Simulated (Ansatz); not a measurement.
Calculated with Ansatz (gas phase, PBE0-D4/def2-TZVP geometries, no zero-point term in ΔE). CCSD(T)/CBS is the MP2 limit (def2-TZVPP, def2-QZVPP) plus CCSD(T) − MP2 in def2-TZVPP, frozen cores. This one scheme is used for every species, atoms too. Functionals use def2-TZVPP. Open shells (•) are unrestricted, without spin–orbit coupling. Spin–orbit coupling would lower the free atoms: a little for C, Cl, Si. Each species was taken in one conformer, which may not be the lowest.

Reaction (atomization): `C=C=C([SiH3])CCl` → 4 C• + Cl• + 7 H• + Si•

| level | ΔE (eV) |
| --- | --- |
| PBE | 52.57 |
| CCSD/def2-TZVPP | 49.43 |

**Question.** What does CCSD(T)/CBS give? (An estimate is asked.)

**Answer.** The calculation gave: +51.55 eV. The listed levels differ from it by 1.02, -2.12 eV.

Largest T1 diagnostic among the species: 0.012.

From PBE to PBE0 (25 % exact exchange), in def2-TZVPP and without D4, ΔE moves by −0.80 eV: exact exchange takes away binding that semilocal exchange gives to molecules. The D4 term adds +0.54 eV with B3LYP and +0.29 eV with PBE0; it sums over pairs of atoms, weighted by their polarisabilities, and B3LYP, whose exchange is more repulsive, gets the larger term. In def2-TZVPP, CCSD(T) changes the Hartree–Fock value by +12.09 eV (the triples alone add +0.85 eV) and MP2 by +12.94 eV; breaking electron pairs costs correlation energy, which Hartree–Fock lacks.

B3LYP here is the variant with VWN-RPA as its local correlation; programs differ in this.

For atomizations the MP2-based limit and the directly extrapolated one differ by several kJ/mol either way, and by 10 to 25 for some Ge, Se and Sn compounds, so smaller differences from it don't rank the levels.
